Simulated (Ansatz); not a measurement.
```yaml
crystal:
  periodic: [false, false, false]
  atoms:
    - {symbol: C, position_ang: [-0.125844, -0.068233, 2.263969]}
    - {symbol: C, position_ang: [1.017894, -0.412692, 1.009291]}
    - {symbol: C, position_ang: [0.754171, -0.591549, -0.270606]}
    - {symbol: Zn, position_ang: [-0.603532, 0.084586, -1.469937]}
    - {symbol: C, position_ang: [-1.325135, 1.342702, -2.517202]}
    - {symbol: H, position_ang: [0.100123, 0.643720, 2.827196]}
    - {symbol: H, position_ang: [-0.509396, 0.528775, 1.624362]}
    - {symbol: H, position_ang: [-0.652516, -0.809145, 2.263809]}
    - {symbol: H, position_ang: [2.131721, -1.146796, 1.670962]}
    - {symbol: H, position_ang: [1.604666, 0.467862, 1.038641]}
    - {symbol: H, position_ang: [0.346805, -2.200607, 0.091005]}
    - {symbol: H, position_ang: [1.794339, -1.158693, -0.881130]}
    - {symbol: H, position_ang: [-1.086626, 2.142473, -2.401589]}
    - {symbol: H, position_ang: [-1.449625, 0.731044, -3.385061]}
    - {symbol: H, position_ang: [-2.225867, 1.193184, -2.220614]}
basis:
  gaussian: {orbitals: cc-pVTZ-DK}
hamiltonian: {xc: {name: revPBE0}, dispersion: d3bjatm}
output: {forces: true}
```

```sh
$ ansatz run in.yaml --threads 2 --pin off --events-out ev --progress --plain --max-ram 32768MiB --backend cuda --devices 0, --max-vram 18GiB
```

It prints (some lines left out):

```
Functional definition: revPBE0
1937 factors; their error is unknown
mean field evaluation 1: about -53145.7098 eV, gradient 1.0e2 eV
mean field evaluation 2: about -53124.3338 eV, gradient 1.5e2 eV
mean field evaluation 4: about -53166.8388 eV, gradient 1.1e1 eV
mean field evaluation 8: about -53166.9869 eV, gradient 3.9e-1 eV
mean field evaluation 16: about -53167.1419 eV, gradient 8.6e-4 eV
mean field -53167.14187056 eV, -1953.8564257600 hartree, gradient 2.0e-5 eV, S^2 0.000000; 0 other end points of the search recorded, 0 dependent functions left out
reference -53167.14191946 eV, -1953.8564275570 hartree; 32, 32 occupied and 296, 296 virtual orbitals, 1937 factors
Total energy: -53167.85765675 eV, -1953.8827304174 hartree
Relativity: scalar
Atom 0 at    -0.125844    -0.068233     2.263969 Å, force     7.551312    -1.003194    -6.635216 eV/Å
Atom 1 at     1.017894    -0.412692     1.009291 Å, force     4.963894     1.201330    11.280871 eV/Å
Atom 2 at     0.754171    -0.591549    -0.270606 Å, force     0.047193    -8.709525    -6.678744 eV/Å
Atom 3 at    -0.603532     0.084586    -1.469937 Å, force     2.560574    -1.174716     2.386743 eV/Å
Atom 4 at    -1.325135     1.342702    -2.517202 Å, force    -2.012193   -15.952632    -4.027438 eV/Å
Atom 5 at     0.100123     0.643720     2.827196 Å, force     2.844095     4.474542     6.519148 eV/Å
Atom 6 at    -0.509396     0.528775     1.624362 Å, force    -4.277653     4.089514    -4.781317 eV/Å
Atom 7 at    -0.652516    -0.809145     2.263809 Å, force    -5.937372    -8.274361     1.763615 eV/Å
Atom 8 at     2.131721    -1.146796     1.670962 Å, force    -3.071981     1.281524    -1.882758 eV/Å
Atom 9 at     1.604666     0.467862     1.038641 Å, force     0.794614     1.726806     0.429217 eV/Å
Atom 10 at     0.346805    -2.200607     0.091005 Å, force    -0.116617     2.605810    -1.627707 eV/Å
Atom 11 at     1.794339    -1.158693    -0.881130 Å, force    -3.013945     2.182255     1.563077 eV/Å
Atom 12 at    -1.086626     2.142473    -2.401589 Å, force     5.480997    16.705989     1.209034 eV/Å
Atom 13 at    -1.449625     0.731044    -3.385061 Å, force     0.805314     0.898089    -1.873677 eV/Å
Atom 14 at    -2.225867     1.193184    -2.220614 Å, force    -6.618232    -0.051430     2.355152 eV/Å
Dipole moment:    -0.279160     0.231149    -0.259537 e Å
```

Run time 6 s (2 threads of an AMD EPYC 7R13 on a shared host and a share of an NVIDIA H100 80 GB); peak host memory 0.92 GiB.
